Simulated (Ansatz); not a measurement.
Geometry optimisation, Ansatz 0.2.0, RHF/STO-3G.

Input:

```yaml
crystal:
  periodic: [false, false, false]
  atoms:
    - { symbol: "N", position_ang: [0.4131, -2.0069, -0.8265] }
    - { symbol: C, position_ang: [0.4133, -0.6892, -0.1284] }
    - { symbol: F, position_ang: [1.7174, -0.3477, 0.0406] }
    - { symbol: Al, position_ang: [-0.33, -0.9572, 1.7027] }
    - { symbol: "N", position_ang: [-0.2713, 0.3382, -0.942] }
    - { symbol: Si, position_ang: [0.0751, 2.0478, -0.3831] }
    - { symbol: H, position_ang: [-0.6062, -2.1895, -1.0515] }
    - { symbol: H, position_ang: [0.8938, -1.8303, -1.7617] }
    - { symbol: H, position_ang: [-0.992, -2.3802, 2.1435] }
    - { symbol: H, position_ang: [-0.4522, 0.2371, 2.7773] }
    - { symbol: H, position_ang: [-1.317, 0.1993, -0.8383] }
    - { symbol: H, position_ang: [1.5394, 2.3034, -0.4406] }
    - { symbol: H, position_ang: [-0.676, 3.0038, -1.2777] }
    - { symbol: H, position_ang: [-0.4203, 2.2422, 1.0144] }
basis:
  gaussian: { orbitals: STO-3G }
hamiltonian:
  xc: hf
relax:
  f_tol: 0.02
  max_steps: 40
output:
  orbitals: {}
```

Run as:

```bash
$ ansatz run input.yaml --threads 1 --pin off --max-ram 2048MiB --backend cpu --events-out ev --progress --plain --runs-dir out
```

Where does it end, and by what steps?

The run converged. Limits of this set-up: minimal basis. After 33 steps the energy has fallen by 2.123 eV; H10 moved furthest, 2.81 Å. Joined: N1–Al4 (2.84 → 1.91 Å).

| step | energy less start (eV) | largest force component (eV/Å) | accepted |
| --- | --- | --- | --- |
| 0 | 0.0000 | 2.765 | yes |
| 2 | -1.0601 | 0.467 | yes |
| 4 | -1.1090 | 0.411 | yes |
| 6 | -1.1482 | 0.247 | yes |
| 8 | -1.1891 | 0.520 | yes |
| 10 | -1.2358 | 0.306 | yes |
| 12 | -1.2527 | 0.116 | yes |
| 14 | -1.2816 | 0.136 | yes |
| 16 | -1.3136 | 0.471 | yes |
| 18 | -1.3330 | 0.229 | yes |
| 20 | -1.3592 | 0.148 | yes |
| 22 | -1.3929 | 0.665 | yes |
| 24 | -1.7039 | 1.131 | yes |
| 26 | -2.0056 | 1.842 | yes |
| 28 | -2.1099 | 0.362 | yes |
| 30 | -2.1192 | 0.072 | yes |
| 32 | -2.1216 | 0.114 | yes |
| 33 | -2.1226 | 0.017 | yes |

```xyz
14
Properties=species:S:1:pos:R:3
N 0.444 -1.482 -0.185
C 0.118 -0.174 0.647
F 1.342 0.423 0.884
Al -0.473 -1.795 1.462
N -0.700 0.705 -0.173
Si 0.056 1.983 -1.097
H 0.011 -1.465 -1.117
H 1.456 -1.622 -0.310
H -1.888 -2.152 1.261
H 0.419 -2.410 2.459
H -1.555 0.975 0.315
H 1.106 1.420 -1.874
H -0.933 2.538 -1.956
H 0.585 3.029 -0.287
```

Whether the end is a true minimum wasn't checked by a vibrational analysis.

Time of the run: 47 s on 1 thread of Intel(R) Xeon(R) 6975P-C (Granite Rapids), on a shared host, peak memory 0.17 GiB.
